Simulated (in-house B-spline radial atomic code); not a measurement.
# Solving the quasi-particle equation for 3s of Al II (Al+)

Configuration [Ne] 3s2, start Hartree-Fock; correlation leaves out the 3 deepest shells. Computed with an all-electron radial atomic-structure program (B-spline basis): all electrons, non-relativistic, point nucleus, each spin shell either full or empty, empty states to l = 9 with an (l + 1/2)⁻⁴ tail; G0W0 by contour deformation at full frequency.

At the mean-field level ε = -17.75 eV the matrix elements are Σx = -11.719 eV, v_xc = -11.719 eV and Σc(ε) = -0.968 eV, and the slope of the correlation self-energy is dΣc/dω = -0.0441. The quasi-particle energy solves E = ε + Σx − v_xc + Σc(E).

Task: What does the linearised equation give?

Result: Z = 1/(1 − dΣc/dω) = 1/1.0441 = 0.9578. The first-order shift is Σx − v_xc + Σc(ε) = -11.719 − (-11.719) + (-0.968) = -0.968 eV, so E ≈ ε + Z × shift = -17.75 + 0.9578 × (-0.968) = -18.677 eV.

Task: How does that compare with the full solution and with static screening?

Result: Solving the equation at full frequency dependence gives E = -18.677 eV, where Σc = -0.927 eV and the weight is 0.958; the linearised value is off by 0 meV. Leaving Z out would give -18.718 eV. Static COHSEX puts -2.116 eV in place of Σc and gives -19.866 eV, 1.19 eV deeper. The tabulated removal energy is 18.829 eV (NIST, measured); the run leaves out relativity, Breit and QED terms.
